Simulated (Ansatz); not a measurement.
`C=C=C(C)F` + `[NH2][Ga]([F])[F]` → `C[NH][Ga]([F])[F]` + `C=C=CF` at 600 K and 1 bar (substitution at a C–C bond).

Program: Ansatz. Geometries: PBE0-D4/def2-TZVP. ΔE: electronic, gas phase. CBS: MP2 limit from def2 TZ/QZ plus the TZ coupled-cluster correction, frozen cores. For Ga outer-core shells are correlated without core-valence functions, which leaves a few kJ/mol of doubt a bond. Scalar relativity is left out up to krypton. Each species was taken in one conformer, which may not be the lowest.

```json
{"species": "`C=C=C(C)F`", "CCSD(T)/CBS energy (Eh)": "-254.93710", "H − E (kJ/mol)": "253.4", "S (J/(mol·K))": "387.2"}
{"species": "`[NH2][Ga]([F])[F]`", "CCSD(T)/CBS energy (Eh)": "-2179.54122", "H − E (kJ/mol)": "124.2", "S (J/(mol·K))": "387.8"}
{"species": "`C[NH][Ga]([F])[F]`", "CCSD(T)/CBS energy (Eh)": "-2218.78622", "H − E (kJ/mol)": "211.5", "S (J/(mol·K))": "441.9"}
{"species": "`C=C=CF`", "CCSD(T)/CBS energy (Eh)": "-215.66729", "H − E (kJ/mol)": "166.5", "S (J/(mol·K))": "333.7"}
```

H − E and S are ideal-gas, rigid-rotor, harmonic terms from PBE0-D4/def2-TZVP, for one conformer and one mirror image of each species. 1 Eh = 2625.50 kJ/mol, R = 8.31446 J/(mol·K).

Problem. By hand: ΔE, ΔH, ΔS and ΔG.

Solution. ΔE = (-2218.78622) + (-215.66729) − (-254.93710) − (-2179.54122) = 0.02481 Eh = 65.1 kJ/mol. Δ(H − E) = 211.5 + 166.5 − 253.4 − 124.2 = 0.4, so ΔH = 65.5 kJ/mol. ΔS = 441.9 + 333.7 − 387.2 − 387.8 = 0.6 J/(mol·K). ΔG = 65.5 − 600 × (0.6)/1000 = 65.1 kJ/mol.

Problem. By hand: the equilibrium constant, and the temperature at which ΔG would vanish if ΔH and ΔS stayed fixed.

Solution. log₁₀ K = −ΔG/(RT ln 10) = -5.7. ΔG = 0 at ΔH/ΔS = 109167 K, far beyond where these terms or the molecules hold.

The number of gas molecules stays the same, so ΔS is small and ΔH decides. A doubt of 5 kJ/mol in ΔE shifts log₁₀ K by 0.4 here. Other conformers and mirror images would add mixing entropy, several J/(mol·K) or more a flexible species. These are equilibria of isolated gas molecules and say nothing of rates. Largest T1 diagnostic: 0.014 (customary marks: 0.02 for closed shells, 0.045 for open ones).
